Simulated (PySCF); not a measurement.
C2H11NOSi2.
Z-matrix (Å and degrees, PBE0-D3(BJ)/def2-SVP geometry), rows numbered from 1:
```
C 
O   1  1.3965
C   2  1.4104  1  114.17
Si  3  1.9050  2  111.74  1   -74.28
N   4  1.7357  3  104.50  2   -36.00
Si  5  1.7513  4  131.01  3    -3.40
H   1  1.0984  2  107.61  3  -178.15
H   1  1.1078  2  112.38  3    62.69
H   1  1.1072  2  111.51  3   -58.92
H   3  1.1024  2  106.34  1   167.92
H   3  1.1091  2  111.54  1    52.21
H   4  1.4997  3  112.65  2    84.87
H   4  1.4994  3  108.65  2  -157.66
H   5  1.0161  4  115.99  3   179.13
H   6  1.4911  5  112.44  4   -44.78
H   6  1.4992  5  104.74  4  -161.96
H   6  1.4945  5  114.65  4    81.42
```

The closed-shell ground state was solved at several levels (PySCF, density fitting, gas phase, non-relativistic).

| level | basis functions | HOMO (eV) | LUMO (eV) | gap (eV) | dipole (D) |
| --- | --- | --- | --- | --- | --- |
| wB97X-D/pcSseg-1 | 171 | -9.12 | 2.19 | 11.31 | 1.62 |
| PBE0/def2-SVPD | 219 | -7.30 | 0.10 | 7.40 | 1.44 |

(1) What might PBE0/pcSseg-1 (171 basis functions) give for the same quantities?

(2) Over all these levels, which gives the widest orbital gap and which the narrowest?

(3) How far do the dipole and the HOMO energy spread over the levels?

## Answers

(1) HOMO -7.24 eV, LUMO 0.38 eV, gap 7.62 eV, dipole 1.57 D.

(2) wB97X-D/pcSseg-1 (range-separated hybrid) has the widest, 11.31 eV, and PBE0/def2-SVPD (global hybrid, 25 % exact exchange) the narrowest, 7.40 eV. Functional and basis both differ between the two, so the spread mixes both effects.

(3) The dipole runs from 1.44 to 1.62 D (mean 1.55 D) and the HOMO from -9.12 to -7.24 eV.

One conformer stands for the species.
